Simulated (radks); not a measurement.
Coherent X-ray form factor from a spherical all-electron density. Calculated with a radial shooting solver on a logarithmic mesh with Libxc functionals: scalar-relativistic Kohn-Sham, PBE, spin-unpolarised, spherical densities, point nucleus.

| sin(theta)/lambda (1/angstrom) | f0 (electrons) |
|---|---|
| 0.05 | 9.956 |
| 0.1 | 9.827 |
| 0.15 | 9.617 |
| 0.2 | 9.335 |
| 0.25 | 8.989 |
| 0.3 | 8.593 |
| 0.4 | 7.697 |
| 0.5 | 6.744 |
| 0.6 | 5.813 |
| 0.8 | 4.217 |
| 1 | 3.080 |
| 1.25 | 2.216 |
| 1.5 | 1.751 |
| 2 | 1.336 |

The species is in the configuration that NIST lists as its ground one. Which atom or ion scatters so?

Answer. The phosphorus ion P5+, [Ne]. Extrapolating in s^2 from the first two rows gives f0(0) = 10.0, near the electron count 10; among species with that count, the fall with angle is slower the higher Z, and the table is that of Z = 15; from so few rows the species is fixed only to a neighbour or two.
